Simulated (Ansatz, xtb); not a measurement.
C3H4F2O3: 8 structures ranked

8 gas-phase structures of C3H4F2O3, from a drawn sample of its isomers (lower ones may exist). Each was relaxed with GFN2-xTB; where two conformers were screened, the lower at r2SCAN-D4/def2-SVP//GFN2-xTB is listed:

A. `F[C@@H]1OCO[C@H](F)O1`, a singlet
B. `O=C(O)COC(F)F`, a singlet
C. `O=C(O)[C@H](F)OCF`, a singlet
D. `COC(F)(F)OC=O`, a singlet
E. `COC(F)(F)C(=O)O`, a singlet
F. `F[C@@H]1OCO[C@@H](F)O1`, a singlet
G. `COC(=O)OC(F)F`, a singlet
H. `FC1(F)OCOCO1`, a singlet

Task: Estimate their order in r2SCAN-D4/def2-SVP//GFN2-xTB energy at these geometries, lowest first.

Result: Calculated order at r2SCAN-D4/def2-SVP//GFN2-xTB: G (0.000), B (0.108), E (0.244), D (0.320), H (0.555), C (0.580), F (0.767), A (0.849) eV. Less than 1 kcal/mol parts H and C, so the order within that pair means little.

Energies above the lowest of each column, in eV; the last columns are at r2SCAN-D4/def2-SVP geometries and were run for some of them only (a dash: not run or not comparable):

```tsv
structure	GFN2-xTB	HF/STO-3G	r2SCAN-D4/def2-SVP//GFN2-xTB	r2SCAN-D4/def2-SVP	CCSD(T)/def2-SVP + ΔMP2/def2-TZVPP
G	0.020	0.913	0.000	0.000	0.000
B	0.567	1.487	0.108	0.114	0.038
E	0.697	1.563	0.244	0.253	0.276
D	0.412	1.092	0.320	0.326	0.381
H	0.000	0.000	0.555	–	–
C	0.818	1.774	0.580	–	–
F	0.051	0.259	0.767	–	–
A	0.262	0.251	0.849	–	–
```

CCSD(T)/def2-SVP + ΔMP2/def2-TZVPP puts G lowest of those it was run on, with B within 1 kcal/mol; GFN2-xTB picks H, HF/STO-3G picks H. Some further structures that were screened fall inside this span and aren't listed. Flexible structures stand in one conformer each, not always the lowest. Frequencies (GFN2-xTB) were run for B, D, E, G alone. The ΔMP2 step shifts differences by up to 0.153 eV, which makes them less sure. ΔMP2 is the change of the MP2 energy from the smaller to the larger basis.

Over these structures GFN2-xTB departs from r2SCAN-D4/def2-SVP//GFN2-xTB by 0.409 eV on average once a common shift is removed. A GFN2-xTB relaxation took about 0.07 s and the r2SCAN-D4/def2-SVP//GFN2-xTB energy about 1.6 s on a shared host (Ansatz 0.2.0, xtb 6.7.1).
